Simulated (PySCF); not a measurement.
B3LYP on Se⁻ (selenium, charge -1), [Ar] 3d10 4s2 4p5, 2P determinant. Calculation: PySCF 2.14, in x2c-TZVPPall with one added diffuse shell each of s, p, d type (7s6p5d1f, 57 functions); scalar relativity by spin-free X2C-1e.

```
cycle= 1 E= -2429.92862565367  delta_E= -0.0113  |g|= 0.104  |ddm|= 0.183
cycle= 2 E= -2429.92914609558  delta_E= -0.00052  |g|= 0.08  |ddm|= 0.0692
cycle= 3 E= -2429.92983574912  delta_E= -0.00069  |g|= 0.00693  |ddm|= 0.0304
cycle= 4 E= -2429.92986121993  delta_E= -2.55e-05  |g|= 0.00141  |ddm|= 0.0102
cycle= 5 E= -2429.92986317311  delta_E= -1.95e-06  |g|= 0.000134  |ddm|= 0.00251
cycle= 6 E= -2429.92986322229  delta_E= -4.92e-08  |g|= 1.99e-05  |ddm|= 0.000561
cycle= 7 E= -2429.92986322332  delta_E= -1.03e-09  |g|= 2.05e-06  |ddm|= 8.8e-05
cycle= 8 E= -2429.92986322333  delta_E= -6.37e-12  |g|= 1.57e-07  |ddm|= 6.94e-06
converged SCF energy = -2429.92986322333  <S^2> = 0.75307208  2S+1 = 2.0030697
```

Highest occupied orbital energy: 0.235 eV; ⟨L²⟩ = 2.02; populations by l: s 8.00, p 17.00, d 10.00, f 0.00.

Question: Can this result be used?

Answer: With care. The run converged. At B3LYP the highest occupied level has a positive energy, so only the finite basis holds that electron; in a semilocal or global hybrid functional this comes from self-interaction and does not mean that the real anion is unbound.
